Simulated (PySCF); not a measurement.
Dissociation curve of SMILES [AsH3]. The As1–H4 bond (As1 also carries H, H; H4 carries nothing else) is stretched with both fragments frozen at the PBE0/def2-TZVP optimised geometry.

Level of theory: CCSD(T) on UHF/cc-pVDZ, 9 core orbitals frozen in PySCF 2.14.0.

Task: Relative to R = 1.52 Å, what are the energies at R = 1.30, 1.42, 1.61, 3.06 Å?

Result: 64.0 kJ/mol at 1.30 Å, 11.5 kJ/mol at 1.42 Å, 5.5 kJ/mol at 1.61 Å, 300.6 kJ/mol at 3.06 Å.

The unrestricted determinant behind UCCSD(T) is spin-contaminated at 2.05 to 5.30 Å (<S²> up to 1.0, against 0.00 for a pure singlet).
